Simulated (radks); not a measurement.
Q: Species: neutral zinc. Configuration: [Ar] 3d10 4s2. Calculated with a radial shooting solver on a logarithmic mesh with Libxc functionals: scalar-relativistic Kohn-Sham, LDA (Slater exchange, Perdew-Wang correlation), spin-polarised, spherical densities, finite nucleus; Fermi nuclear charge, rms radius 3.9283 fm. Some entries of the table are withheld. Estimate them.

| orbital | occ. | eigenvalue (eV) | <r^2> (bohr^2) | <1/r> (bohr^-1) |
|---|---|---|---|---|
| 1s | 2 | -9507.107 | 0.003415 | 30.18 |
| 2s | 2 | -1156.163 | 0.06059 | 6.574 |
| 2p | 6 | (1) | (2) | 6.457 |
| 3s | 2 | -128.6257 | 0.5385 | 2.088 |
| 3p | 6 | -83.2636 | 0.6034 | 1.936 |
| 3d | 10 | -10.4247 | 1.133 | 1.511 |
| 4s | 2 | -6.2195 | 8.123 | 0.4968 |
| 4p | 0 | -1.2297 | (3) | 0.3170 |

A: 
(1) 2p eigenvalue (eV): -1003.453
(2) 2p <r^2> (bohr^2): 0.04830
(3) 4p <r^2> (bohr^2): 21.16
